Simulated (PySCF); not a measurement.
arsine (AsH3), SMILES [AsH3].

Geometry: PBE-D3(BJ)/def2-TZVPD.

All values below come from PBE/def2-TZVPD in PySCF.

Symmetry labels are those of the subgroup Cs that the program uses (full group C3v).

Computed valence orbital energies around the gap with their symmetry:
```csv
orbital,symmetry,energy (eV)
HOMO−7,A',-41.01
HOMO−6,A",-40.91
HOMO−5,A',-40.91
HOMO−4,A',-40.86
HOMO−3,A',-15.75
HOMO−2,A",-8.90
HOMO−1,A',-8.90
HOMO,A',-6.79
LUMO,A',-0.48
LUMO+1,A",-0.43
LUMO+2,A',-0.43
LUMO+3,A",2.08
```
